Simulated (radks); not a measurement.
Spherical quantum dot in the effective-mass picture: electrons in a parabolic well V = omega^2 r^2 / 2 with omega = 2.1, all in effective atomic units (hartree* = m*/eps^2 hartree, bohr* = eps/m* bohr), one dielectric constant everywhere. Calculated with a radial shooting solver with Libxc functionals: non-relativistic Kohn-Sham, PBE, spin-polarised, spherical densities. Levels are named by radial order and angular momentum (1s, 1p, 1d, 2s, ...), and open shells are averaged over m. Results are scaled to m* = 0.055 and eps = 5.6, for which hartree* = 47.72 meV and bohr* = 5.388 nm.

N = 12, configuration 1s2 1p6 1d(up 4, down 0). This is the lowest configuration that the search found. Occupied and some empty levels:

level,occupation,eigenvalue (meV),<r> (nm)
1s up,1,569.95,5.267
1s down,1,573.94,5.162
1p up,3,634.22,6.694
1p down,3,640.68,6.638
1d up,4,704.76,7.746
1d down,0,712.32,7.735
2s up,0,715.97,6.921
2s down,0,720.72,6.980
1f up,0,780.47,8.617
1f down,0,788.18,8.639
2p up,0,796.09,7.920
2p down,0,800.47,7.961

Energy (meV): total 5453.92, kinetic 1169.4, external 2214.0, Hartree 2447.7, exchange-correlation -377.14.
